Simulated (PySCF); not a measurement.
Job file and geometry (Å, from GFN2-xTB) of an NMR shielding run on `F[SiH2]OC1=CCCC1`, C5H9FOSi, PySCF, GIAO PBE0/pcSseg-1 NMR shielding, non-relativistic, gas phase; density fitting, a coarse starting grid and PySCF grid level 2 are the driver's defaults:

```
$ OMP_NUM_THREADS=1 python probes_run.py task.json out

{"job": {"kind": "nmr", "xc": "PBE0", "basis": "pcSseg-1"}, "charge": 0, "multiplicity": 1}
F      3.134015    -0.405163    -1.584685
Si     3.012546    -0.133868    -0.003187
O      1.599042     0.565233     0.327483
C      0.300584     0.207389     0.225914
C     -0.220344    -0.898218    -0.285961
C     -1.714407    -0.906542    -0.165146
C     -2.057043     0.537261     0.250189
C     -0.746237     1.138969     0.777771
H      3.179451    -1.451500     0.584617
H      3.931722     0.925157     0.343475
H      0.331417    -1.713865    -0.717478
H     -2.198693    -1.190766    -1.100247
H     -2.025031    -1.626543     0.597798
H     -2.849746     0.569625     0.995050
H     -2.393812     1.097925    -0.621613
H     -0.702441     1.132308     1.870004
H     -0.588021     2.164627     0.444491
```

Question: Write the output of this run.

Answer: 
```
coarse grid: 14808 points
cycle   1  E = -659.8189167868  dE =  1.149e+00  |g| = 7.991e-01  |ddm| = 3.768e+00
cycle   2  E = -659.7225483670  dE =  9.637e-02  |g| = 1.120e+00  |ddm| = 1.418e+00
cycle   3  E = -659.9333717062  dE = -2.108e-01  |g| = 7.294e-02  |ddm| = 8.667e-01
cycle   4  E = -659.9339879537  dE = -6.162e-04  |g| = 4.367e-02  |ddm| = 8.325e-02
cycle   5  E = -659.9344071495  dE = -4.192e-04  |g| = 1.220e-02  |ddm| = 4.400e-02
cycle   6  E = -659.9344357792  dE = -2.863e-05  |g| = 4.940e-03  |ddm| = 1.408e-02
cycle   7  E = -659.9344411187  dE = -5.340e-06  |g| = 3.022e-04  |ddm| = 4.286e-03
final grid: 139128 points
cycle   8  E = -659.9979046962  dE = -3.050e-05  |g| = 1.050e-02  |ddm| = 2.664e-02
cycle   9  E = -659.9978784675  dE =  2.623e-05  |g| = 1.571e-02  |ddm| = 1.924e-02
cycle  10  E = -659.9979272246  dE = -4.876e-05  |g| = 1.612e-03  |ddm| = 1.226e-02
cycle  11  E = -659.9979277952  dE = -5.706e-07  |g| = 3.270e-04  |ddm| = 1.639e-03
cycle  12  E = -659.9979278161  dE = -2.089e-08  |g| = 1.175e-04  |ddm| = 3.403e-04
cycle  13  E = -659.9979278192  dE = -3.053e-09  |g| = 3.466e-05  |ddm| = 1.182e-04
cycle  14  E = -659.9979278194  dE = -2.656e-10  |g| = 4.617e-06  |ddm| = 3.369e-05
converged SCF energy = -659.9979278194

GIAO shielding tensors (ppm)
atom      isotropic    diamagn.    paramagn.     s11        s22        s33       span
  0 F      339.107     469.938    -130.831    258.708    360.494    398.119    139.411
  1 Si     380.549     879.403    -498.854    364.070    378.335    399.241     35.171
  2 O      204.013     397.358    -193.345    118.353    178.588    315.099    196.747
  3 C       25.171     252.812    -227.642    -74.621     71.540     78.592    153.212
  4 C       78.646     258.649    -180.003     -8.341     98.381    145.897    154.237
  5 C      154.003     247.897     -93.894    131.763    157.589    172.657     40.893
  6 C      163.284     247.765     -84.481    139.734    174.476    175.643     35.909
  7 C      149.579     248.083     -98.503    121.433    154.634    172.671     51.238
  8 H       26.615      29.556      -2.941     23.666     24.508     31.671      8.005
  9 H       27.010      28.551      -1.541     22.926     25.075     33.028     10.102
 10 H       26.768      34.358      -7.590     24.208     26.432     29.663      5.454
 11 H       29.215      29.732      -0.517     24.990     26.997     35.657     10.667
 12 H       29.104      29.743      -0.639     24.923     27.008     35.379     10.455
 13 H       29.795      29.016       0.779     25.545     27.540     36.302     10.756
 14 H       29.688      29.957      -0.269     24.662     28.052     36.351     11.689
 15 H       29.026      29.950      -0.924     24.913     27.921     34.243      9.330
 16 H       29.307      30.187      -0.880     25.045     28.170     34.708      9.662
```

Question: Turn these shieldings into chemical shifts. Shifts are taken against calculated references (same method and geometry level): ¹⁹F (σ = 170.95 ppm) vs CFCl3; TMS for ²⁹Si (σ = 349.16 ppm), ¹³C (σ = 186.93 ppm), ¹H (σ = 31.72 ppm); H2O for ¹⁷O (σ = 336.08 ppm).

Answer: Averaging equivalent atoms: F 0: -168.2; Si 1: -31.4; O 2: 132.1; C 3: 161.8; C 4: 108.3; C 7: 37.3; C 5: 32.9; C 6: 23.6; H 10: 4.95; H 8/9: 4.90; H 11/12: 2.56; H 15/16: 2.55; H 13/14: 1.98 ppm. Unscaled 19F shifts against computed CFCl3 carry errors that often reach 10 to 50 ppm. Experimental scales use liquid or dissolved standards, which lie at an offset from isolated H2O (liquid H2O: subtract about 36 ppm).

Size and cost of the density-fitted run: 188 basis functions, 56 s wall time on 1 thread of an Arm Neoverse N1, shared host; peak memory 0.83 GiB.
